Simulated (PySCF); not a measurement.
From computed data to an observable: chemical shift, span and skew from a shielding tensor

C2H6FNSi2, SMILES N[Si@@H]1C=C[Si@@H]1F. Atoms are numbered in the order given.

```xyz
12

N      2.3259    -0.2036     0.7203
Si     0.6456    -0.5569     0.9026
C     -0.1514    -1.6599    -0.4261
C     -1.1239    -0.9081    -1.0098
Si    -1.0466     0.7394    -0.1007
F     -0.5654     1.9945    -1.0459
H      2.9451    -0.1521     1.5212
H      2.6821     0.3214    -0.0713
H      0.4985    -1.0598     2.3010
H      0.0481    -2.7020    -0.7138
H     -1.7813    -1.2887    -1.8026
H     -2.3191     1.2084     0.5258
```
Charge 0, spin multiplicity 1.

Coordinates come from a B3LYP-D3(BJ)/def2-SVP optimisation. The structure was generated by enumeration; whether it is a known compound was not checked. Other conformers were not sampled.

GIAO shieldings from PBE/pcSseg-1 run with PySCF, non-relativistic, no solvent. The symmetric part of the tensor of C4 has the principal values -106.6, -36.8, 149.1 ppm. The same nucleus in TMS has σ = 182.0 ppm at this level (PySCF, at its B3LYP-D3(BJ)/def2-TZVP geometry).

**Question.** Work out the isotropic shielding, the ¹³C shift against TMS, the span and the skew.

**Answer.** 
σ(iso) = (σ11 + σ22 + σ33)/3 = 1.9 ppm. δ = σ(ref) − σ(iso) = 182.0 − (1.9) = 180.1 ppm.
Span Ω = σ33 − σ11 = 255.7 ppm. Skew κ = 3(σ(iso) − σ22)/Ω = 0.45. Tumbling in solution averages the tensor to δ; in a static solid the shielding alone would spread this spin-1/2 line over Ω.
